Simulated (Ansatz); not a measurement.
A nudged elastic band was laid between two geometries of CH5ClGeOSi (10 atoms, charge 0, multiplicity 1).

Computed with Ansatz 0.2.0, RKS LDA/def2-SVP.

| Quantity | Value |
| --- | --- |
| movable images | 7 |
| climbing image | yes |
| spring | 5.0 eV/Å² |
| optimiser | quadratic models (default) |
| start path | IDPP |
| force threshold | 0.05 eV/Å |
| iteration limit | 60 |
| end points | relaxed |

Initial state:

```xyz
10
Properties=species:S:1:pos:R:3
Cl -1.324 -2.974 -1.016
C -0.827 -1.631 0.025
O -1.658 -0.515 -0.007
Si -0.140 -0.091 -0.724
Ge 1.012 1.532 0.515
H -0.580 -2.023 1.034
H -0.188 -0.006 -2.222
H 1.059 1.066 1.984
H 0.281 2.889 0.435
H 2.448 1.701 -0.020
```

Final state:

```xyz
10
Properties=species:S:1:pos:R:3
Cl -2.175 -2.456 -0.924
C -1.528 -0.976 -0.198
O -1.361 0.093 -1.073
Si 0.202 -0.451 -0.563
Ge 1.344 1.165 0.695
H -2.085 -0.755 0.737
H 0.928 -1.248 -1.608
H 2.614 0.560 1.327
H 0.397 1.658 1.806
H 1.747 2.358 -0.197
```

Task: What changes between the two ends?

Result: No bond is made or broken. The dihedral O3–Si4–Ge5–H10 goes from 170 to -69°. The two ends are copies of one structure, up to a mirror image or an exchange of like atoms.

Task: What energy profile does the band end with?

Result: The run converged. The highest image is number 4 of 0 to 8, 2.6 kJ/mol above the ends, which have the same energy within 2 meV. A vibrational analysis at the climbing image gives one clearly imaginary mode, 79i cm⁻¹: a first-order saddle point.

```
image  path coordinate (Å)  energy (kJ/mol)  dihedral O3–Si4–Ge5–H10 (°)
    0                 0.00              0.0                          170
    1                 0.52              0.4                         -175
    2                 1.04              1.3                         -159
    3                 1.55              2.2                         -144
    4                 2.07              2.6                         -130
    5                 2.59              2.2                         -114
    6                 3.12              1.3                          -99
    7                 3.64              0.4                          -84
    8                 4.17              0.0                          -69
```

Task: What is the geometry of the highest image?

Result: 
```xyz
10
Properties=species:S:1:pos:R:3
Cl -1.819 -2.741 -0.928
C -1.304 -1.301 -0.037
O -1.630 -0.085 -0.630
Si 0.091 -0.272 -0.671
Ge 1.241 1.334 0.604
H -1.591 -1.412 1.030
H 0.617 -0.646 -2.026
H 1.883 0.679 1.845
H 0.240 2.413 1.061
H 2.355 1.981 -0.245
```

The band took 5 iterations and roughly 60 core-seconds.

Time of the run: 32 s on 2 threads of Intel(R) Xeon(R) 6975P-C (Granite Rapids) (shared host), peak memory 0.18 GiB.
